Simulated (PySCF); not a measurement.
## First hyperpolarisability: SMILES C(=C/C(=N\[H])C=O)/C=O, C₅H₅NO₂

Geometry:
```tsv
atom	x (Å)	y (Å)	z (Å)
N1	0.358	-1.240	1.331
C2	-0.563	-0.586	0.764
C3	-1.949	-0.899	1.252
O4	-2.954	-0.387	0.841
C5	-0.520	0.433	-0.294
C6	0.513	0.970	-0.969
C7	1.946	0.694	-0.848
O8	2.486	-0.087	-0.103
H9	1.309	-1.041	1.013
H10	-1.946	-1.664	2.045
H11	-1.515	0.787	-0.546
H12	0.279	1.718	-1.716
H13	2.553	1.302	-1.545
```

Level of theory: quadratic response X3LYP/aug-cc-pVDZ first hyperpolarisability, Taylor convention, gas phase (PySCF). Geometry: GFN2-xTB.

(1) Give β for the processes computed.

## Answers

(1) In au, Taylor convention; the vector part is βᵢ = ⅓ Σⱼ (βᵢⱼⱼ + βⱼᵢⱼ + βⱼⱼᵢ); β∥ is 3/5 of the vector part along the dipole, the dipole points from − to +:
```csv
process,λ (nm),β vector norm,β∥,β HRS,depolarisation ratio
"static β(0;0,0)",∞,156.7,-70.1,64.6,5.08
"Pockels β(−ω;ω,0)",694.3,198.8,-87.8,–,–
```

Second harmonics within 0.3 eV of the first excitation or beyond it are left out.

Which lowest excitations, dipole and polarisabilities go with it?

S1 2.52 eV (f = 0.001); S2 3.30 eV (f = 0.000); S3 3.90 eV (f = 0.000); dipole 3.00 D; isotropic α 77.3 au static, 80.2 au at 694.3 nm.
